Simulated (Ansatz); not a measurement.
Energy needed to pull apart BF₃ (SMILES FB(F)F), singlet, into free ground-state atoms, from the structure below (displaced at random from a GFN2-xTB minimum); no zero-point or spin–orbit terms; open-shell atoms are treated unrestricted, in their ground-state multiplicity.

```xyz
4
angstrom
F 0.5156 0.1943 1.1534
B 0.0375 -0.0378 -0.0030
F -0.2262 -1.2252 -0.3836
F -0.2826 0.9923 -0.8042
```

Computed with Ansatz 0.2.0 (basis: def2-TZVPP); correlated methods freeze the cores. B3LYP uses VWN-RPA correlation.

| method | atomization energy (kcal/mol) |
| --- | --- |
| PBE-D4 | 479.5 |
| BLYP-D4 | 467.4 |
| r2SCAN-D4 | ? |
| PBE0-D4 | 464.7 |
| B3LYP-D4 | ? |
| wB97M-V | 467.5 |
| HF | 360.2 |
| MP2 | 482.4 |
| CCSD | 448.1 |
| CCSD(T) | 455.5 |

What does B3LYP-D4 give? (An estimate is asked for; the value comes from the calculation.)

The calculation gives: 463.2 kcal/mol, which is about 7.7 kcal/mol more than CCSD(T)/def2-TZVPP.

What does r2SCAN-D4 give? (Judge from chemistry; the value comes from the calculation.)

Computed: 470.3 kcal/mol, which is about 14.8 kcal/mol more than CCSD(T)/def2-TZVPP.

In triple zeta the MP2 and coupled-cluster atomization energies are still short of their basis limit by a few kcal/mol a bond, whereas those of the functionals are nearly converged, so these differences are not deviations from converged CCSD(T).

T1 diagnostic: at most 0.012.

For scale, one of the runs: CCSD(T)/def2-TZVPP forces, 124 basis functions (an equivalent command: `ansatz run in.yaml --threads 4`). Hardware: 4 CPU threads, shared host. Wall time 38 s; peak host memory 1.1 GiB.
